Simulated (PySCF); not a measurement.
**Property card for `[SiH3][SiH2]C1CCCC1`**

C₅H₁₄Si₂.
Structure used (PBE0-D3(BJ)/def2-SVP), in Å, numbered top down from 1:
```
atom  x, y, z in Å
Si1    3.0321    0.1479    0.1494
Si2    1.2738    0.2706    1.7048
C3    -0.4016    0.2030    0.8287
C4    -0.7112   -1.1275    0.1245
C5    -1.8120   -0.7973   -0.9096
C6    -1.8757    0.7420   -0.9870
C7    -0.6036    1.2304   -0.2904
H8     3.1402    1.4203   -0.6316
H9     2.8127   -0.9704   -0.8224
H10    4.3378   -0.0880    0.8407
H11    1.4121    1.5483    2.4755
H12    1.3988   -0.8627    2.6771
H13   -1.1726    0.3825    1.6017
H14    0.1899   -1.4970   -0.3941
H15   -1.0074   -1.9155    0.8327
H16   -1.5729   -1.2405   -1.8881
H17   -2.7835   -1.2175   -0.6094
H18   -2.7542    1.1138   -0.4355
H19   -1.9677    1.1159   -2.0178
H20    0.2489    1.1935   -0.9934
H21   -0.6744    2.2670    0.0731
```

Among its groups: Si–H bond and C–Si bond.

**PBE0-D3(BJ)/def2-SVP geometry optimisation, gas phase (PySCF)**

```
Point group                  : C1
Rotational constants A, B, C : 3.019, 0.927, 0.890 GHz
```

**CAM-B3LYP/def2-SVPD ground state, ΔSCF and vertical TDDFT (core frozen in the response) (PySCF)**

```
Dipole moment                                                     : 1.13 D
HOMO energy                                                       : -9.17 eV
LUMO energy                                                       : 1.08 eV
HOMO–LUMO gap                                                     : 10.25 eV
Lowest singlet excitation                                         : 7.14 eV (174 nm, f = 0.046)
Strongest line among the 10 lowest singlet transitions            : S5 at 7.89 eV (157 nm, f = 0.287)
Lowest triplet excitation (Tamm–Dancoff)                          : 6.32 eV
Static isotropic polarisability                                   : 115.2 au
Vertical ionisation energy                                        : 9.81 eV
Electronic spatial extent ⟨r²⟩ about the centre of nuclear charge : 1498 bohr²
```

PBE0/pcSseg-1 ground state and GIAO shieldings, non-relativistic (PySCF):

```
Lowest Hirshfeld atomic charge                              : -0.11 e on C3
Highest Hirshfeld atomic charge                             : +0.24 e on Si2
13C chemical shifts (computed TMS as zero) by class         : 33.2 (C4/C7), 27.7 (C5/C6), 22.8 (C3) ppm
1H chemical shifts (computed TMS as zero) by class          : 4.02 (H11/H12), 3.44 (H8/H9/H10), 1.68 (H15/H21), 1.66 (H16/H19), 1.52 (H17/H18), 1.06 (H14/H20), 0.98 (H13) ppm
Isotropic shieldings of nuclei other than C and H, by class : 417 (Si2), 468 (Si1) ppm
Mayer bond orders between heavy atoms                       : Si1–Si2 0.91, Si2–C3 0.89, C3–C4 1.01, C4–C5 1.03, C5–C6 1.03, C6–C7 1.04, C7–C3 0.99
```

delta-SCF UKS SCAN, pcX-2 on the ionised atom, pcseg-1 elsewhere, spin-free X2C; 2p3/2 from a spin–orbit splitting computed afterwards within the 2p shell (PySCF):

```
Core binding energies : Si2p3/2 106.1 (Si2), Si2p3/2 106.3 (Si1), C1s 289.9 (C3), C1s 290.3 (C5/C6), C1s 290.3 (C4/C7), Si1s 1845.8 (Si2), Si1s 1846.0 (Si1) eV
```

Monoisotopic mass (most abundant isotopes): 130.0634 u.

The rotational constants make it an asymmetric top with κ = (2B − A − C)/(A − C) = -0.97, nearer the prolate limit (−1). The ΔSCF ionisation energy exceeds −ε(HOMO) by 0.64 eV with CAM-B3LYP. In wavenumbers S1 is 57600 cm⁻¹ (1 eV = 8065.54 cm⁻¹). S1 lies 3.11 eV below the HOMO–LUMO gap; its leading configuration is HOMO→LUMO, weight 0.68. With B = h/(8π²I), that is 505.379 GHz u Å² over I, the principal moments of inertia are 167.4, 545.3 and 567.9 u Å² (most abundant isotopes).

 NMR classes are plain means over equivalent atoms (diastereotopic ones count apart unless rotation or inversion swaps them), as if these changed places fast; in this geometry the members of some classes differ.

One conformer stands for the species.
